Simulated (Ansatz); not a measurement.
Two structures of TiAlH₃F₄, closed shell, reached by relaxing down either side of one saddle point (PBE0-D4/def2-TZVP). Energies are electronic, without zero-point energy. Program: Ansatz 0.2.0. Basis: def2-TZVPP and def2-QZVPP. Cores are frozen in the correlated methods. Extrapolation: Hartree–Fock as exp(−7.88 √X), correlation as X^−2.97. First:

```xyz
9
angstrom
Al -0.6917 -0.9969 -1.1315
H 0.3112 -1.6529 -2.1533
H -2.2658 -0.9783 -1.1761
H -0.1519 0.6404 -0.8379
Ti 0.5193 0.7173 0.8712
F -0.1003 -1.1725 0.5489
F 0.7817 2.3776 0.4040
F -0.5316 0.8842 2.2414
F 2.1291 0.1811 1.2332
```

Second:

Al1  (-0.943, -0.823, -0.881)
H2  (0.655, -0.421, -1.150)
H3  (-1.893, -1.600, -1.845)
H4  (-1.123, 0.745, -0.337)
Ti5  (0.642, 0.561, 0.599)
F6  (-0.505, -1.284, 0.737)
F7  (1.196, 1.984, -0.228)
F8  (-0.119, 1.143, 2.057)
F9  (2.089, -0.305, 1.046)
(Å)

**Question.** Which bonds change from the first to the second?

**Answer.** TiAlH₃F₄ ([F][Ti]1([F])([F])[H][AlH2][F]1) → TiAlH₃F₄ ([F][Ti]12([F])([F])[H][AlH]([H]1)[F]2); bonds formed: H2–Ti5; bonds weakened to dative contacts: Ti5–F6.

**Question.** Give the saddle point's structure and its height above each. (Judge from chemistry; the value comes from the calculation.)

**Answer.** Computed: 5.76 kcal/mol above the first and 2.05 kcal/mol above the second (CCSD(T) at an estimated basis limit (MP2 extrapolated from triple and quadruple zeta, plus CCSD(T) − MP2 in triple zeta)).
Al1  (-0.819, -0.879, -1.008)
H2  (0.699, -0.696, -1.507)
H3  (-2.076, -1.533, -1.674)
H4  (-0.928, 0.732, -0.450)
Ti5  (0.552, 0.605, 0.736)
F6  (-0.420, -1.208, 0.694)
F7  (1.103, 2.039, -0.080)
F8  (-0.154, 1.172, 2.211)
F9  (2.043, -0.232, 1.078)
(Å)

No T1 diagnostic of these runs exceeds 0.024.

Ligand swaps between two centres remove the fluorinated layer in thermal atomic layer etching, and scramble precursors in the gas phase.

Labels in which every atom is bracketed show which atoms are joined, not bond orders.

For scale, one of the runs: CCSD(T)/def2-TZVPP, 272 basis functions, launched by `ansatz run in.yaml --threads 8 --pin off --events-out ev --progress --plain --max-ram 19148MiB`. Hardware: 8 CPU threads of an Intel Xeon, shared host. Wall time 5.5 min; peak host memory 8.1 GiB.
